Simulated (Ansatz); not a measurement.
P₂, singlet, at a GFN2-xTB geometry; Ansatz (a program for electronic structure) with CCSD(T)/def2-SVPD.

Here is a job for Ansatz.
Ansatz 0.2 input:
```yaml
crystal:
  periodic: [false, false, false]
  atoms:
    - {symbol: P, position_ang: [-0.00000000, -0.00000000, -0.96048449]}
    - {symbol: P, position_ang: [0.00000000, 0.00000000, 0.96048449]}
basis:
  gaussian:
    orbitals: def2-SVPD
magnetization: {spin_polarized: false}
correlation: {method: ccsd_t}
```

Q: Write the output that Ansatz gives for this input, abridged.

A: 
```
Functional definition: HF
432 factors; integrals over basis functions are off by at most 1.0e-3 eV
mean field evaluation 1: about -18537.5008 eV, gradient 5.7e0 eV
mean field evaluation 2: about -18537.5029 eV, gradient 5.7e0 eV
mean field evaluation 4: about -18537.7033 eV, gradient 2.1e-1 eV
mean field evaluation 8: about -18537.7035 eV, gradient 2.2e-4 eV
mean field -18537.70352713 eV, -681.2480393152 hartree, gradient 1.5e-6 eV, S^2 0.000000; 0 other end points of the search recorded, 0 dependent functions left out; unrestricted orbitals would lower it
mean field evaluation 16: about -18537.7251 eV, gradient 6.2e0 eV
10 core orbitals not correlated
reference -18537.70352713 eV, -681.2480393152 hartree; 5, 5 occupied and 33, 33 virtual orbitals, 432 factors
second order -6.49165729 eV of doubles, -0.00000000 eV of singles
cycle   1  -6.58513944 eV  change   -9.3e-2 eV  update   9.8e-2
cycle   2  -6.88230187 eV  change   -3.0e-1 eV  update   3.4e-2
cycle   3  -6.95732390 eV  change   -7.5e-2 eV  update   1.6e-2
cycle   4  -6.96527408 eV  change   -8.0e-3 eV  update   4.7e-3
cycle   5  -6.96619602 eV  change   -9.2e-4 eV  update   1.3e-3
cycle   6  -6.96619586 eV  change    1.6e-7 eV  update   4.2e-4
cycle   7  -6.96649133 eV  change   -3.0e-4 eV  update   1.1e-4
cycle   8  -6.96650881 eV  change   -1.7e-5 eV  update   3.0e-5
cycle   9  -6.96649934 eV  change    9.5e-6 eV  update   8.5e-6
perturbative correction -0.45031380 eV, -0.0165487270 hartree
Total energy: -18545.12034027 eV, -681.5206021710 hartree
```
